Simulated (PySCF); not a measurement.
Compound: C₇H₇PS.
Bonds: C1–C2, C2–C3 (triple), C3–P4, P4–C5, C5–C6 (aromatic), C6–C7 (aromatic), C7–C8 (aromatic), C8–S9 (aromatic), C5–S9 (aromatic). Hydrogens: H10, H11, H12 on C1; H13 on P4; H14 on C6; H15 on C7; H16 on C8.

Probes without a nucleus sit at each ring's centroid and 1 Å off its mean plane on both sides; NICS is minus the shielding there, NICSzz its component along the normal. Level: GIAO PBE0/pcSseg-1 (PySCF, non-relativistic, gas phase) on the GFN2-xTB geometry, one conformer.

Ring bond lengths (Å), with Mayer bond orders in brackets: C5–C6 1.364 (1.56), C6–C7 1.411 (1.28), C7–C8 1.357 (1.59), C8–S9 1.718 (1.17), S9–C5 1.737 (1.15).

Give the NICS values of each ring in ppm.

```tsv
ring	type	NICS(0)	NICS(1), two faces	NICS(1)zz, two faces	rms pucker (Å)	centre to ring atoms, mean (Å)
C5–C6–C7–C8–S9	5-membered ring with S; formal bonds all aromatic	-12.0	-10.9 / -11.0	-25.5 / -25.8	0.01	1.29
```

What do they say, and how far can they be read as aromaticity?

- C5–C6–C7–C8–S9: mean NICS(1)zz -25.7 ppm, shielded, aromatic by this magnetic criterion (flat ring, no four-coordinate atom).

What does the geometric index give? Use HOMA with the parameters of Krygowski (1993).

- C5–C6–C7–C8–S9: HOMA 0.79; the largest term is that of S9–C5, α(R − Ropt)² = 0.34. The geometric and the magnetic index point the same way.

What are the shieldings of the ring atoms and their hydrogens in the same run (means over atoms taken as equivalent)?

| atoms | environment | σ isotropic (ppm) | principal values of the symmetric part, first atom (ppm) |
| --- | --- | --- | --- |
| C5 | substituted aromatic carbon | 41.5 | -35.0, 26.3, 133.1 |
| C6 | aromatic CH carbon | 49.6 | -39.3, 38.0, 150.2 |
| C7 | aromatic CH carbon | 54.7 | -27.6, 41.6, 150.1 |
| C8 | aromatic CH next to a ring sulfur | 52.1 | -35.1, 50.3, 141.0 |
| S9 | thiophene-type sulfur | 255.6 | 82.5, 304.5, 379.8 |
| H14 | aromatic hydrogen | 24.23 | 20.7, 23.8, 28.2 |
| H15 | aromatic hydrogen | 24.51 | 21.5, 24.9, 27.2 |
| H16 | aromatic hydrogen | 24.58 | 21.7, 24.3, 27.7 |

The values belong to the conformer `[CH3:1][C:2]#[C:3][PH:4][c:5]1[cH:6][cH:7][cH:8][s:9]1`: C3–P4–C5–C6 -53°.
